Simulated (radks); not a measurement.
Question: These are the eigenvalues of the occupied orbitals of an atom or ion with whole-number occupations (eV). All-electron calculation, non-relativistic Kohn-Sham, LDA (Slater exchange, Perdew-Wang correlation), spin-polarised, spherical densities, point nucleus. Program: a radial shooting solver on a logarithmic mesh with Libxc functionals.

orbital  eigenvalue
1s up     -65531.41
1s down   -65531.40
2s up     -10820.85
2s down   -10820.57
2p up     -10382.59
2p down   -10382.37
3s up     -2495.777
3s down   -2495.645
3p up     -2291.294
3p down   -2291.162
3d up     -1908.784
3d down   -1908.592
4s up     -517.7274
4s down   -517.4694
4p up     -431.7788
4p down   -431.5041
4d up     -274.5581
4d down   -274.2262
5s up      -86.4792
5s down    -83.9801
4f up      -68.0704
4f down    -67.5381
5p up      -61.1170
5p down    -58.3526
5d up      -23.4666

Which element is it, and in what charge state? The configuration may be excited. Open shells, if any, are filled with parallel spins first.

Answer: Z = 75, rhenium, charge +2: Re2+ in [Xe] 4f14 5d5. The list shows which subshells hold electrons but not how many an open one holds; the 1s level, -2408.2 hartree, gives Z - s = 69.4 by -(Z - s)^2/2, which with screening narrows Z to a few neighbours, and the depths of the outer levels then fix element, charge and occupations together.
